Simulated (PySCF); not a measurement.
B3LYP has the VWN-RPA correlation part, as in Gaussian. Delta-SCF ions had no search for a lower state. Excitations are Tamm–Dancoff values on a coarser integration grid. The basis has no diffuse functions, so Rydberg states are missing or too high.

Z-matrix (Å, degrees):
```
C
C 1 1.3938
C 1 1.4165 2 114.12
C 3 1.3800 1 111.98 2 0.00
H 3 1.0908 4 123.15 1 -180.00
C 2 1.4208 1 114.67 3 180.00
C 6 1.3719 2 110.42 1 0.00
O 7 1.3324 6 124.62 2 -180.00
H 6 1.0882 7 122.71 8 0.00
C 8 1.4048 7 118.43 6 180.00
H 10 1.0966 8 106.89 7 180.00
H 10 1.1043 11 109.19 8 -120.44
H 10 1.1043 11 109.19 12 -119.12
S 2 1.7237 1 110.22 3 0.00
S 1 1.7347 2 111.01 6 0.00
Si 4 1.8627 3 126.35 5 0.00
H 16 1.4932 4 107.19 3 0.00
H 16 1.4949 17 109.49 4 121.19
H 16 1.4949 17 109.49 18 117.62
```
Charge 0, multiplicity 1.

### Question
What is the computed T1 excitation (TDA), vertical ionisation energy (Delta-SCF), S1 excitation (TDA), S1–T1 gap (TDA) and dipole moment (B3LYP-D3(BJ)/def2-TZVP // PBE0-D3(BJ)/def2-SVP run with PySCF)?

### Answer

| Property | Result |
|---|---|
| T1 excitation (TDA) | 3.00 eV |
| vertical ionisation energy (Delta-SCF) | 7.32 eV |
| S1 excitation (TDA) | 4.53 eV |
| S1–T1 gap (TDA) | 1.53 eV |
| dipole moment | 2.77 D |
